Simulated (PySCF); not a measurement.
Species: C4H7N3S.
Numbering: `[CH3:1][S:2][c:3]1[n:4][n:5][cH:6][n:7]1[CH3:8]` (hydrogens: H9, H10, H11 on C1; H12 on C6; H13, H14, H15 on C8)

All values: PBE0/pcSseg-1 and PBE0/def2-SVPD (PySCF, non-relativistic), on one gas-phase PBE0-D3(BJ)/def2-SVP geometry that isn't relaxed in the solvent. The solvent is an IEF-PCM continuum (Bondi radii, 1.10 Å for H, scaled by 1.2). Specific hydrogen bonds and non-electrostatic terms are outside this model.

Gas phase at PBE0/pcSseg-1: HOMO -6.47 eV, LUMO 0.44 eV, dipole 4.55 D.

**Question.** What does the continuum do to the energy, the frontier levels and the dipole at PBE0/pcSseg-1 in acetonitrile and dimethylsulfoxide?

**Answer.** 
```csv
solvent,ε,E(solvent) − E(gas) (kJ/mol),polarisation term (kJ/mol),distortion of the solute (kJ/mol),HOMO (eV),LUMO (eV),dipole (D)
acetonitrile,35.69,-49.10,-61.10,12.00,-6.62,0.41,6.20
dimethylsulfoxide,46.83,-49.68,-61.98,12.30,-6.62,0.41,6.22
```

The polarisation term is half the interaction of the solute with the surface charges that it induces; the rest is the cost of distorting the solute's density. The sum is the electrostatic part of solvation alone. From acetonitrile to dimethylsulfoxide the lowering changes by a factor 1.01, Onsager's factor (ε − 1)/(2ε + 1) by 1.01 and ε itself by 1.3.

**Question.** Which radius a makes the point-dipole formula ΔE = −[(ε − 1)/(2ε + 1)]·μ²/a³ give the value in dimethylsulfoxide, with the gas-phase dipole?

**Answer.** μ = 1.789 au and |ΔE| = 0.01892 Eh give a = 2.30 Å; the farthest nucleus lies 3.76 Å from the centroid of the nuclei, so such a sphere wouldn't even hold the nuclei. The formula assumes a rigid point dipole at the centre of a sphere.

**Question.** Which Hirshfeld charges (PBE0/pcSseg-1) respond most in acetonitrile (means over atoms taken as equivalent)?

**Answer.** 
```tsv
atoms	environment	gas (e)	solvent (e)	change
N5	pyridine-type nitrogen	-0.168	-0.223	-0.055
N4	pyridine-type nitrogen	-0.169	-0.213	-0.044
H12	aromatic hydrogen	+0.071	+0.090	+0.019
N7	pyrrole-type nitrogen	-0.018	-0.005	+0.013
C6	aromatic CH next to a ring nitrogen	+0.029	+0.042	+0.013
H13/H14/H15	methyl hydrogen	+0.057	+0.067	+0.010
C8	N-methyl carbon	-0.049	-0.042	+0.007
S2	sulfide sulfur	+0.030	+0.036	+0.006
```

**Question.** Which Mayer bond orders change most in acetonitrile?

**Answer.** 
| bond | length (Å) | gas | solvent | change |
| --- | --- | --- | --- | --- |
| C6–N7 | 1.369 | 1.135 | 1.165 | +0.030 |
| N4–N5 | 1.362 | 1.212 | 1.192 | -0.020 |
| N7–C3 | 1.365 | 1.097 | 1.114 | +0.017 |
| N7–C8 | 1.440 | 0.906 | 0.893 | -0.013 |
| C1–S2 | 1.804 | 0.996 | 0.988 | -0.008 |
| C8–H13 | 1.097 | 0.959 | 0.952 | -0.007 |
| C3–N4 | 1.310 | 1.520 | 1.527 | +0.007 |
| N5–C6 | 1.302 | 1.652 | 1.645 | -0.007 |

**Question.** How do the nuclear quadrupole coupling constants eQVzz/h respond in acetonitrile?

**Answer.** 
```tsv
nucleus	Q (barn)	gas (MHz)	solvent (MHz)	η gas	η solvent
33S at S2	-0.06781	44.49	43.84	0.75	0.77
14N at N4	0.02044	-4.71	-4.46	0.52	0.64
14N at N5	0.02044	-5.11	-4.76	0.28	0.41
14N at N7	0.02044	-3.32	-2.99	0.19	0.10
```

Gas phase at PBE0/def2-SVPD: HOMO -6.49 eV, LUMO 0.18 eV, dipole 4.39 D.

**Question.** What does the continuum do to the energy, the frontier levels and the dipole at PBE0/def2-SVPD in acetonitrile?

**Answer.** 
```csv
solvent,ε,E(solvent) − E(gas) (kJ/mol),polarisation term (kJ/mol),distortion of the solute (kJ/mol),HOMO (eV),LUMO (eV),dipole (D)
acetonitrile,35.69,-48.03,-61.23,13.20,-6.63,0.28,6.20
```

The atom shares or the degeneracy of the LUMO differ from the gas phase in acetonitrile, so that column needn't follow one orbital.

**Question.** How does the static polarisability (PBE0/def2-SVPD, frozen core, with the continuum's full static response) change?

**Answer.** 
```csv
medium,isotropic (au),principal values (au),⟨r²⟩ of the electrons (bohr²)
gas,88.2,"59.7, 91.7, 113.1",1124.0
acetonitrile,121.1,"84.5, 129.3, 149.6",1122.5
```

The isotropic value in acetonitrile is 1.37 times the gas-phase one; no cavity-field correction is applied. ⟨r²⟩ is taken about the centre of nuclear charge.

Hardware: AMD EPYC 7R43, one thread, shared host with 256 logical CPUs at a one-minute load of 88. Cost: 20 s, 0.94 GiB resident at most. This is the whole shielding run at PBE0/pcSseg-1 in dimethylsulfoxide, SCF included.

Shape of the structure used: `[CH3:1][S:2][c:3]1[n:4][n:5][cH:6][n:7]1[CH3:8]`: C1–S2–C3–N4 -2°.
